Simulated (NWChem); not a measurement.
System: TlI; SMILES [I][Tl]

Input file for NWChem:

```
start job
memory heap 200 mb stack 900 mb global 1100 mb
geometry units angstroms noautoz
  Tl     0.000000     0.000000    -1.138477
  I      0.000000     0.000000     1.728296
end
basis spherical
  * library def2-svp
end
ecp
  I library def2-ecp
  Tl library def2-ecp
end
dft
  xc r2scan
  iterations 150
  mulliken
end
task dft energy
```

Parts of the log:

```
             Northwest Computational Chemistry Package (NWChem) 7.3.0
             --------------------------------------------------------

 ORDER OF PRIMARY AXIS IS BEING SET TO 4
 C4V symmetry detected

                             Geometry "geometry" -> ""
                             -------------------------

 Output coordinates in angstroms (scale by  1.889725989 to convert to a.u.)

  No.       Tag          Charge          X              Y              Z
 ---- ---------------- ---------- -------------- -------------- --------------
    1 Tl                  81.0000     0.00000000     0.00000000    -1.13387290
    2 I                   53.0000     0.00000000     0.00000000     1.73290010

 Effective nuclear repulsion energy (a.u.)     792.4443023412

      Symmetry information
      --------------------

 Group name             C4v
 Group number             18
 Group order               8
 No. of unique centers     2

                                 NWChem DFT Module
                                 -----------------

 Summary of "ao basis" -> "ao basis" (spherical)
 ------------------------------------------------------------------------------
       Tag                 Description            Shells   Functions and Types
 ---------------- ------------------------------  ------  ---------------------
 Tl                         def2-svp                10       26   4s4p2d
 I                          def2-svp                10       26   4s4p2d

      Symmetry analysis of basis
      --------------------------

        a1         20
        a2          0
        b1          4
        b2          4
        e          24

            General Information
            -------------------
          SCF calculation type: DFT
          Wavefunction type:  closed shell.
          No. of atoms     :     2
          No. of electrons :    46
           Alpha electrons :    23
            Beta electrons :    23
          Charge           :     0
          Spin multiplicity:     1
          Use of symmetry is: on ; symmetry adaption is: on
          Maximum number of iterations: 150
          AO basis - number of functions:    52
                     number of shells:    20
          Convergence on energy requested:  1.00D-06
          Convergence on density requested:  1.00D-05
          Convergence on gradient requested:  5.00D-04

              XC Information
              --------------
                      r^2SCAN Method XC Functional
               r^2SCAN metaGGA Exchange Functional  1.000
                     r^2SCAN Correlation Potential  1.000

             Grid Information
             ----------------
          Grid used for XC integration:  medium
          Radial quadrature: Mura-Knowles
          Angular quadrature: Lebedev.
          Tag              B.-S. Rad. Rad. Pts. Rad. Cut. Ang. Pts.
          ---              ---------- --------- --------- ---------
          Tl                  1.90      123          10.0       590
          I                   1.40      123          11.0       590
          Grid pruning is: on
          Number of quadrature shells:   246
          Spatial weights used:  Erf1

      Superposition of Atomic Density Guess
      -------------------------------------

 Sum of atomic energies:        -542.36414958

      Non-variational initial energy
      ------------------------------

 Total energy =    -468.140136
 1-e energy   =   -1012.536537
 2-e energy   =     447.486720
 HOMO         =      -0.288968
 LUMO         =       0.003174

      Symmetry analysis of molecular orbitals - initial
      -------------------------------------------------

 !! scf_movecs_sym_adapt:    8 vectors were symmetry contaminated

  Symmetry fudging

 !! scf_movecs_sym_adapt:    4 vectors were symmetry contaminated

  Numbering of irreducible representations:

     1 a1          2 a2          3 b1          4 b2          5 e

  Orbital symmetries:

     1 a1          2 a1          3 a1          4 e           5 e
     6 a1          7 e           8 e           9 a1         10 e
    11 e          12 b2         13 b1         14 a1         15 e
    16 e          17 b1         18 b2         19 a1         20 a1
    21 e          22 e          23 a1         24 e          25 e
    26 a1         27 a1         28 a1         29 e          30 e
    31 e          32 e          33 a1

     ---------------------------------------------
      Total Density - Mulliken Population Analysis
     ---------------------------------------------

    Atom       Charge   Shell Charges
 -----------   ------   -------------------------------------------------------
    1 Tl  21    20.25   2.90 -0.86  1.18  0.77  3.40  2.58  0.18  0.08  9.68  0.34
    2 I   25    25.75   1.83  0.22  1.25  0.68  2.91  3.14  2.78  2.93  9.83  0.18

   convergence    iter        energy       DeltaE   RMS-Dens  Diis-err
 ---------------- ----- ----------------- --------- --------- ---------
 d= 0,ls=0.0,diis     1   -470.4497360119 -5.67D+02  3.92D-02  1.86D-01
 d= 0,ls=0.0,diis     2   -470.1319382424  3.18D-01  2.60D-02  1.60D+00
 d= 0,ls=0.0,diis     3   -470.4930752860 -3.61D-01  2.18D-03  2.82D-03
 d= 0,ls=0.0,diis     4   -470.4934548267 -3.80D-04  6.52D-04  9.10D-04
 d= 0,ls=0.0,diis     5   -470.4935978970 -1.43D-04  1.89D-04  6.34D-05
  Resetting Diis
 d= 0,ls=0.0,diis     6   -470.4936120767 -1.42D-05  4.51D-05  2.16D-06
 d= 0,ls=0.0,diis     7   -470.4936123334 -2.57D-07  3.70D-05  2.61D-07
 d= 0,ls=0.0,diis     8   -470.4936121910  1.42D-07  2.41D-05  8.59D-07
 d= 0,ls=0.0,diis     9   -470.4936123962 -2.05D-07  2.13D-06  6.24D-09

         Total DFT energy =     -470.493612396171
      One electron energy =    -1014.097703673527
           Coulomb energy =      484.101967488524
    Exchange-Corr. energy =      -37.407556790984
 Nuclear repulsion energy =       96.909680579816

 Numeric. integr. density =       45.999999948030

                  Occupations of the irreducible representations
                  ----------------------------------------------

                     irrep           alpha         beta
                     --------     --------     --------
                     a1                9.0          9.0
                     a2                0.0          0.0
                     b1                2.0          2.0
                     b2                2.0          2.0
                     e                10.0         10.0

                       DFT Final Molecular Orbital Analysis
                       ------------------------------------

 Vector   21  Occ=2.000000D+00  E=-2.278916D-01  Symmetry=a1
              MO Center= -2.9D-16, -4.7D-17,  7.5D-01, r^2= 4.7D+00
   Bfn.  Coefficient  Atom+Function         Bfn.  Coefficient  Atom+Function
  ----- ------------  ---------------      ----- ------------  ---------------
    39      0.524711  2 I  pz                42      0.457859  2 I  pz
     3      0.316766  1 Tl s                 13     -0.281436  1 Tl pz
    36     -0.214345  2 I  pz                 4      0.199803  1 Tl s
     1     -0.194678  1 Tl s                 33     -0.173349  2 I  pz
    19      0.113450  1 Tl d  0              10      0.091997  1 Tl pz

 Vector   22  Occ=2.000000D+00  E=-2.222733D-01  Symmetry=e
              MO Center= -4.5D-16, -9.0D-17,  1.6D+00, r^2= 2.4D+00
   Bfn.  Coefficient  Atom+Function         Bfn.  Coefficient  Atom+Function
  ----- ------------  ---------------      ----- ------------  ---------------
    37      0.575397  2 I  px                40      0.540449  2 I  px
    34     -0.237373  2 I  px                31     -0.191764  2 I  px
    11      0.112785  1 Tl px                14      0.070177  1 Tl px
    20      0.064096  1 Tl d  1               8     -0.035848  1 Tl px
     5     -0.035593  1 Tl px

 Vector   23  Occ=2.000000D+00  E=-2.222733D-01  Symmetry=e
              MO Center= -5.8D-16,  5.5D-16,  1.6D+00, r^2= 2.4D+00
   Bfn.  Coefficient  Atom+Function         Bfn.  Coefficient  Atom+Function
  ----- ------------  ---------------      ----- ------------  ---------------
    38      0.575397  2 I  py                41      0.540449  2 I  py
    35     -0.237373  2 I  py                32     -0.191764  2 I  py
    12      0.112785  1 Tl py                15      0.070177  1 Tl py
    18     -0.064096  1 Tl d -1               9     -0.035848  1 Tl py
     6     -0.035593  1 Tl py

 Vector   24  Occ=0.000000D+00  E=-8.560710D-02  Symmetry=e
              MO Center= -4.1D-16, -8.5D-17, -1.0D+00, r^2= 4.4D+00
   Bfn.  Coefficient  Atom+Function         Bfn.  Coefficient  Atom+Function
  ----- ------------  ---------------      ----- ------------  ---------------
    12      0.640347  1 Tl py                15      0.509798  1 Tl py
    41     -0.214719  2 I  py                 9     -0.181200  1 Tl py
     6     -0.177893  1 Tl py                38     -0.163427  2 I  py
    35      0.067190  2 I  py                11     -0.065899  1 Tl px
    32      0.053462  2 I  py                14     -0.052464  1 Tl px

 Vector   25  Occ=0.000000D+00  E=-8.560710D-02  Symmetry=e
              MO Center=  3.6D-16, -4.6D-16, -1.0D+00, r^2= 4.4D+00
   Bfn.  Coefficient  Atom+Function         Bfn.  Coefficient  Atom+Function
  ----- ------------  ---------------      ----- ------------  ---------------
    11      0.640347  1 Tl px                14      0.509798  1 Tl px
    40     -0.214719  2 I  px                 8     -0.181200  1 Tl px
     5     -0.177893  1 Tl px                37     -0.163427  2 I  px
    34      0.067190  2 I  px                12      0.065899  1 Tl py
    31      0.053462  2 I  px                15      0.052464  1 Tl py

 Vector   26  Occ=0.000000D+00  E=-1.972727D-02  Symmetry=a1
              MO Center= -2.8D-16, -1.6D-16, -8.8D-01, r^2= 6.4D+00
   Bfn.  Coefficient  Atom+Function         Bfn.  Coefficient  Atom+Function
  ----- ------------  ---------------      ----- ------------  ---------------
    16      0.731980  1 Tl pz                13      0.590392  1 Tl pz
    42      0.510541  2 I  pz                30     -0.352345  2 I  s
     3      0.312996  1 Tl s                 39      0.259545  2 I  pz
    29     -0.230886  2 I  s                 10     -0.158579  1 Tl pz
     7     -0.155021  1 Tl pz                 1     -0.141269  1 Tl s

     ---------------------------------------------
      Total Density - Mulliken Population Analysis
     ---------------------------------------------

    Atom       Charge   Shell Charges
 -----------   ------   -------------------------------------------------------
    1 Tl  21    20.61   2.91 -0.86  1.40  0.51  3.41  2.60  0.41  0.19  9.59  0.45
    2 I   25    25.39   1.83  0.22  1.31  0.61  2.93  3.12  2.59  2.76  9.79  0.23

     -------------------------------------------
      Total Density - Lowdin Population Analysis
     -------------------------------------------

    Atom       Charge   Shell Charges
 -----------   ------   -------------------------------------------------------
    1 Tl  21    20.82   1.48  0.49  1.16  0.79  3.13  2.67  0.59  0.38  9.23  0.89
    2 I   25    25.18   1.25  0.73  1.05  0.83  2.77  3.19  2.52  2.82  9.47  0.55

     Multipole analysis of the density
     ---------------------------------

     L   x y z        total         alpha         beta         nuclear
     -   - - -        -----         -----         ----         -------
     0   0 0 0     -0.000000    -23.000000    -23.000000     46.000000

     1   1 0 0     -0.000000     -0.000000     -0.000000      0.000000
     1   0 1 0     -0.000000     -0.000000     -0.000000      0.000000
     1   0 0 1     -1.778346    -19.324557    -19.324557     36.870768

     2   2 0 0    -38.288816    -19.144408    -19.144408      0.000000
     2   1 1 0     -0.000000     -0.000000     -0.000000      0.000000
     2   1 0 1     -0.000000     -0.000000     -0.000000      0.000000
     2   0 2 0    -38.288816    -19.144408    -19.144408      0.000000
     2   0 1 1     -0.000000     -0.000000     -0.000000      0.000000
     2   0 0 2    -41.316353   -202.912071   -202.912071    364.507789
```

Level: r2SCAN/def2-SVP with def2 effective core potentials on I, Tl. All runs use the structure optimised with PBE0/def2-SVP. def2 effective core potentials on I, Tl; no spin-orbit coupling.
